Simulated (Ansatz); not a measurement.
Consider the substitution at a C–In bond: `[CH3][InH][CH2][SiH3]` + `N[Si](F)(F)F` → `CN[Si](F)(F)F` + `[SiH3][CH2][InH2]`.

Isolated molecules relaxed with PBE0-D4/def2-TZVP in Ansatz; ΔE leaves out vibrations. CCSD(T)/CBS adds triple-zeta CCSD(T) − MP2 to the extrapolated MP2 energy (def2 sets, frozen cores). This one scheme is used for every species. DFT in def2-TZVPP. B3LYP here is the variant with VWN-RPA as its local correlation; programs differ in this. Elements past krypton have def2 core potentials. For In outer-core shells are correlated without core-valence functions, which leaves a few kJ/mol of doubt a bond. Each species was taken in one conformer, which may not be the lowest.

(1) Is it downhill or uphill in electronic energy at CCSD(T)/CBS, and by how much? (Estimate.)

(2) What do these levels give: r2SCAN-D4, PBE0-D4, B3LYP-D4, ωB97X-V, ωB97M-V, r2SCAN, HF/def2-TZVPP, MP2/def2-TZVPP, SCS-MP2/def2-TZVPP, CCSD/def2-TZVPP, MP2/def2-QZVPP, SCS-MP2/def2-QZVPP? (An estimate is asked.)

Largest T1 diagnostic among the species: 0.013.

Answers

(1) The calculation gave: Uphill: ΔE = +69.2 kJ/mol.

(2) Ansatz gave: r2SCAN-D4 63.5, PBE0-D4 59.6, B3LYP-D4 58.1, ωB97X-V 57.1, ωB97M-V 61.5, r2SCAN 63.6, HF/def2-TZVPP 49.9, MP2/def2-TZVPP 74.4, SCS-MP2/def2-TZVPP 67.3, CCSD/def2-TZVPP 64.0, MP2/def2-QZVPP 76.2, SCS-MP2/def2-QZVPP 69.0 kJ/mol.

In def2-TZVPP, CCSD(T) changes the Hartree–Fock value by +16.1 kJ/mol (the triples alone add +2.1 kJ/mol) and MP2 by +24.4 kJ/mol.
